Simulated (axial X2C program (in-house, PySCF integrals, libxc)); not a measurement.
Spin–orbit effects along a row: homonuclear dimers (ions), PBE0

Calculated with an in-house relativistic program for diatomic molecules, spin-free (one-electron X2C) or two-component (2c: spin–orbit coupling with atomic mean-field Coulomb and Gaunt terms, which also bring small scalar terms), in Dyall basis sets with cores contracted in-house; open shells are unrestricted.

Basis sets: B dyall-v3z, Be dyall-v3z, C dyall-v3z, F dyall-av3z, Li dyall-cv3z, N dyall-av3z, O dyall-av3z.

```
molecule   spin-free state  Re (Å)  ωe (cm⁻¹)  De (eV)  2c state  Re 2c (Å)  ωe 2c (cm⁻¹)  De 2c (eV)
    Li₂⁺  M_S = 1/2, Λ = 0   3.102      251.0     1.30   Ω = 1/2      3.102         250.9        1.30
    Be₂⁺  M_S = 1/2, Λ = 0   2.216      532.6     2.35   Ω = 1/2      2.216         532.5        2.35
     B₂⁺  M_S = 3/2, Λ = 1   1.628     1094.3      n/a   Ω = 1/2      1.628        1094.2         n/a
     C₂⁺  M_S = 3/2, Λ = 0   1.401     1358.1     6.00   Ω = 3/2      1.402        1358.0        6.00
     N₂⁺  M_S = 1/2, Λ = 0   1.102     2366.4     8.71   Ω = 1/2      1.102        2366.6        8.72
     O₂⁺  M_S = 1/2, Λ = 1   1.099     2123.7     6.78   Ω = 1/2      1.099        2123.8        6.80
     F₂⁺  M_S = 1/2, Λ = 1   1.274     1299.2     3.46   Ω = 3/2      1.274        1299.2        3.48
```

Fragments in 2c: Li+ + Li, Be + Be+, B+ + B, C+ + C, N+ + N, O+ + O, F+ + F. Each entry is the lowest single determinant of a limited PBE0 search at one distance. De goes to single-determinant-based atoms at the same level (for ions the charge split of lowest energy) and is withheld (n/a) where an atom does not fit its ground term or J level. Main or longest-lived isotopes. One determinant is a doubtful description, or other states lie close, for B₂⁺, C₂⁺; these need not be ground states, and all values refer to the states named. With several unpaired electrons the Ω given is that of one determinant, not necessarily of the lowest component. Some light 2c atoms are not at their ground J level, so De misses part of their lowering (0.04 eV or less). The functionals have no current term, which raises determinants with orbital currents.
